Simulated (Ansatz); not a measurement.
Consider the silylene formation by 1,1-elimination: `O[SiH2]C(O)O` → `OC(O)O` + `[SiH2]`.

Gas-phase electronic energies from Ansatz, PBE0-D4/def2-TZVP geometries. CCSD(T)/CBS adds triple-zeta CCSD(T) − MP2 to the extrapolated MP2 energy (def2 sets, frozen cores). This one scheme is used for every species. Functionals use def2-TZVPP. B3LYP here is the variant with VWN-RPA as its local correlation; programs differ in this. Each species was taken in one conformer, which may not be the lowest.

```csv
level,ΔE (eV),difference from CCSD(T)/CBS
PBE-D4,3.35,-0.07
B3LYP-D4,3.36,-0.06
ωB97X-V,3.45,0.03
PBE,3.26,-0.16
B3LYP,3.22,-0.20
HF/def2-QZVPP,3.13,-0.29
MP2/def2-QZVPP,3.64,0.22
SCS-MP2/def2-QZVPP,3.51,0.09
MP2/CBS(def2),3.68,0.26
CCSD/CBS(def2),3.38,-0.04
CCSD(T)/CBS,3.42,0
```

Largest T1 diagnostic among the species: 0.014.

The D4 term adds +0.14 eV with B3LYP and +0.08 eV with PBE0; it sums over pairs of atoms, weighted by their polarisabilities, and B3LYP, whose exchange is more repulsive, gets the larger term. From PBE to PBE0 (25 % exact exchange), in def2-TZVPP and without D4, ΔE moves by +0.07 eV.
